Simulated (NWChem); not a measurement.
System: BeCl, doublet; SMILES [Be][Cl]

The following NWChem deck was run.

```
start job
memory heap 200 mb stack 900 mb global 1100 mb
geometry units angstroms noautoz
  Be     0.000000     0.000000    -1.469034
  Cl     0.000000     0.000000     0.369139
end
basis spherical
  * library def2-svp
end
dft
  odft
  mult 2
  xc optx lyp
  iterations 150
  mulliken
end
task dft energy
```

Parts of the log:

```
             Northwest Computational Chemistry Package (NWChem) 7.3.0
             --------------------------------------------------------

 ORDER OF PRIMARY AXIS IS BEING SET TO 4
 C4V symmetry detected

                             Geometry "geometry" -> ""
                             -------------------------

 Output coordinates in angstroms (scale by  1.889725989 to convert to a.u.)

  No.       Tag          Charge          X              Y              Z
 ---- ---------------- ---------- -------------- -------------- --------------
    1 Be                   4.0000     0.00000000     0.00000000    -1.48804481
    2 Cl                  17.0000     0.00000000     0.00000000     0.35012819

 Effective nuclear repulsion energy (a.u.)      19.5759881861

      Symmetry information
      --------------------

 Group name             C4v
 Group number             18
 Group order               8
 No. of unique centers     2

                                 NWChem DFT Module
                                 -----------------

 Summary of "ao basis" -> "ao basis" (spherical)
 ------------------------------------------------------------------------------
       Tag                 Description            Shells   Functions and Types
 ---------------- ------------------------------  ------  ---------------------
 Be                         def2-svp                 5        9   3s2p
 Cl                         def2-svp                 8       18   4s3p1d

      Symmetry analysis of basis
      --------------------------

        a1         13
        a2          0
        b1          1
        b2          1
        e          12

            General Information
            -------------------
          SCF calculation type: DFT
          Wavefunction type:  spin polarized.
          No. of atoms     :     2
          No. of electrons :    21
           Alpha electrons :    11
            Beta electrons :    10
          Charge           :     0
          Spin multiplicity:     2
          Use of symmetry is: on ; symmetry adaption is: on
          Maximum number of iterations: 150
          AO basis - number of functions:    27
                     number of shells:    13
          Convergence on energy requested:  1.00D-06
          Convergence on density requested:  1.00D-05
          Convergence on gradient requested:  5.00D-04

              XC Information
              --------------
                        Slater Exchange Functional  1.052 local
                      OPTX     Exchange Functional  1.432 non-local
              Lee-Yang-Parr Correlation Functional  1.000

             Grid Information
             ----------------
          Grid used for XC integration:  medium
          Radial quadrature: Mura-Knowles
          Angular quadrature: Lebedev.
          Tag              B.-S. Rad. Rad. Pts. Rad. Cut. Ang. Pts.
          ---              ---------- --------- --------- ---------
          Be                  1.05       49           7.0       434
          Cl                  1.00       88           8.0       590
          Grid pruning is: on
          Number of quadrature shells:   137
          Spatial weights used:  Erf1

      Superposition of Atomic Density Guess
      -------------------------------------

 Sum of atomic energies:        -473.87724607

      Non-variational initial energy
      ------------------------------

 Total energy =    -474.124608
 1-e energy   =    -692.579135
 2-e energy   =     198.878539
 HOMO         =      -0.169934
 LUMO         =       0.073649

   Symmetry analysis of molecular orbitals - initial alpha
   -------------------------------------------------------

 !! scf_movecs_sym_adapt:    2 vectors were symmetry contaminated

  Symmetry fudging

 !! scf_movecs_sym_adapt:    2 vectors were symmetry contaminated

  Numbering of irreducible representations:

     1 a1          2 a2          3 b1          4 b2          5 e

  Orbital symmetries:

     1 a1          2 a1          3 a1          4 e           5 e
     6 a1          7 a1          8 a1          9 e          10 e
    11 a1         12 e          13 e          14 a1         15 a1
    16 e          17 e          18 a1         19 a1         20 b2
    21 b1

   Symmetry analysis of molecular orbitals - initial beta
   ------------------------------------------------------

 !! scf_movecs_sym_adapt:    2 vectors were symmetry contaminated

  Symmetry fudging

 !! scf_movecs_sym_adapt:    2 vectors were symmetry contaminated

  Numbering of irreducible representations:

     1 a1          2 a2          3 b1          4 b2          5 e

  Orbital symmetries:

     1 a1          2 a1          3 a1          4 e           5 e
     6 a1          7 a1          8 a1          9 e          10 e
    11 a1         12 e          13 e          14 a1         15 a1
    16 e          17 e          18 a1         19 a1         20 b2
    21 b1

     ---------------------------------------------
      Total Density - Mulliken Population Analysis
     ---------------------------------------------

    Atom       Charge   Shell Charges
 -----------   ------   -------------------------------------------------------
    1 Be   4     3.53   1.99  0.78  0.42  0.27  0.08
    2 Cl  17    17.47   2.00  1.99  1.23  0.71  5.94  2.19  3.40  0.01

     --------------------------------------------
      Spin Density - Mulliken Population Analysis
     --------------------------------------------

    Atom       Charge   Shell Charges
 -----------   ------   -------------------------------------------------------
    1 Be   4     0.89   0.00  0.36  0.39  0.10  0.03
    2 Cl  17     0.11   0.00  0.00  0.01 -0.01  0.00  0.06  0.05  0.00

[...]
```

Level: OLYP/def2-SVP, spin-unrestricted. Coordinates come from a PBE0/def2-SVP, spin-unrestricted optimisation. This spin state was assumed; another may lie lower. No stability test was run on the SCF state.
